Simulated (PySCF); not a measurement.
## RbH⁺ from Hartree–Fock to correlated methods

State: ²Σ⁺ (doublet), unpaired electrons σ ↑. Set-up: PySCF, scalar-relativistic core potentials, basis sets Rb def2-SVP with ECP28, H def2-SVP. De refers to Rb⁺ + H in their ground configurations, without counterpoise correction. The functionals are run spin-unrestricted. A positive dipole points towards H; it is taken about the centre of mass and depends on that origin. Levels whose curve was spin-contaminated or gave no clean fit are not listed.

| Level | Re (Å) | ωe (cm⁻¹) | De (eV) | μ (D) | CPU s a point (SCF and correlation, without the integrals) |
| --- | --- | --- | --- | --- | --- |
| UHF | 3.996 | 58.4 | 0.007 | -0.16 | 0.018 |
| UHF-MP2 | 3.877 | 59.1 | 0.008 | n/a | 0.028 |
| UHF-SCS-MP2 | 3.917 | 56.9 | 0.008 | n/a | n/a |
| UHF-CCSD | 3.855 | 59.4 | 0.008 | n/a | n/a |
| UHF-CCSD(T) | 3.850 | 59.7 | 0.009 | n/a | 0.29 |
| PBE | 3.469 | 134 | 0.037 | 0.00 | 0.19 |
| r²SCAN | 3.387 | 131 | 0.022 | -0.05 | 0.2 |
| PBE0 | 3.527 | 115 | 0.025 | -0.05 | 0.33 |
| r²SCAN0 | 3.350 | 137 | 0.021 | -0.05 | 0.21 |
| MN15 | 3.723 | 114 | 0.039 | -0.05 | 0.23 |
| LC-ωPBE | 3.749 | 83.2 | 0.018 | -0.10 | 0.18 |

The bond length runs from 3.350 Å (r²SCAN0) to 3.996 Å (UHF). De spans 0.01 eV (UHF, mean field) to 0.04 eV (MN15, hybrid meta-GGA). Correlation at CCSD(T) changes the Hartree–Fock bond energy by +0.00 eV; the triples alone change it by +0.00 eV.

Correlated steps freeze no core orbitals. The bond is weak. Basis-set superposition, not corrected here, can be much of De in a small basis, most of all at correlated wavefunction levels. Spin–orbit coupling is left out. For an ion De counts to the pair picked by the measured ionisation energies or electron affinities, which need not be the lowest pair at this level. The state was picked by a PBE0 search and need not be the measured ground state.

The whole job (state search and all levels along the bond) took about 0.4 min on 1 thread of Intel Xeon 6975P-C (shared host), peak memory 0.36 GiB.
